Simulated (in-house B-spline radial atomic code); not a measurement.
Mn⁷⁺. Computed with a B-spline radial atomic code. Model: all-electron spherical atom, spin shells full or empty, radial basis limit, no spin-orbit coupling, Breit or QED, empty-state partial waves extrapolated as (l+1/2)^-4, RPA, G0W0 and static COHSEX of the highest shell as one setting changes (uncorrelated shells keep exact exchange).

Given: element Mn; charge 7; filled core Ne; hamiltonian one-electron scalar X2C; mean-field start PBE0; highest l of empty states 9; nuclear rms radius 3.7057 fm; highest mean-field shell 3p.

Shell: 3s 1 1, 3p 3 3 (electrons up and down).

```json
{"natural log step of frequency grid": "0.25", "RPA correlation energy (hartree)": "-1.232", "G0W0 level (eV)": "-196.11", "G0W0 minus most complete (meV)": "0", "RPA minus most complete (millihartree)": "0", "linearised minus solved G0W0 (meV)": "-7.6"}
{"natural log step of frequency grid": "0.4", "RPA correlation energy (hartree)": "-1.232", "G0W0 level (eV)": "-196.11", "G0W0 minus most complete (meV)": "0.1", "RPA minus most complete (millihartree)": "0", "linearised minus solved G0W0 (meV)": "-7.6"}
{"natural log step of frequency grid": "0.6", "RPA correlation energy (hartree)": "-1.232", "G0W0 level (eV)": "-196.11", "G0W0 minus most complete (meV)": "0.1", "RPA minus most complete (millihartree)": "0", "linearised minus solved G0W0 (meV)": "-7.6"}
{"natural log step of frequency grid": "0.9", "RPA correlation energy (hartree)": "-1.2321", "G0W0 level (eV)": "-196.11", "G0W0 minus most complete (meV)": "-0.4", "RPA minus most complete (millihartree)": "0", "linearised minus solved G0W0 (meV)": "-7.6"}
{"natural log step of frequency grid": "1.3", "RPA correlation energy (hartree)": "-1.231", "G0W0 level (eV)": "-196.1", "G0W0 minus most complete (meV)": "5.3", "RPA minus most complete (millihartree)": "1", "linearised minus solved G0W0 (meV)": "-6.3"}
{"natural log step of frequency grid": "1.8", "RPA correlation energy (hartree)": "?", "G0W0 level (eV)": "?", "G0W0 minus most complete (meV)": "?", "RPA minus most complete (millihartree)": "?", "linearised minus solved G0W0 (meV)": "?"}
{"natural log step of frequency grid": "2.5", "RPA correlation energy (hartree)": "?", "G0W0 level (eV)": "?", "G0W0 minus most complete (meV)": "?", "RPA minus most complete (millihartree)": "?", "linearised minus solved G0W0 (meV)": "?"}
{"natural log step of frequency grid": "3.5", "RPA correlation energy (hartree)": "-1.1242", "G0W0 level (eV)": "-195.86", "G0W0 minus most complete (meV)": "245.5", "RPA minus most complete (millihartree)": "107.9", "linearised minus solved G0W0 (meV)": "2.3"}
```

Task: What follows for natural log step of frequency grid = 2.5?

Result: RPA correlation energy -1.1741 hartree; G0W0 level -196.03 eV; G0W0 minus most complete 80.6 meV; RPA minus most complete 57.9 millihartree; linearised minus solved G0W0 -4.1 meV.

Task: What follows for natural log step of frequency grid = 1.8?

Result: RPA correlation energy -1.2327 hartree; G0W0 level -196.1 eV; G0W0 minus most complete 9 meV; RPA minus most complete -0.7 millihartree; linearised minus solved G0W0 -6.6 meV.
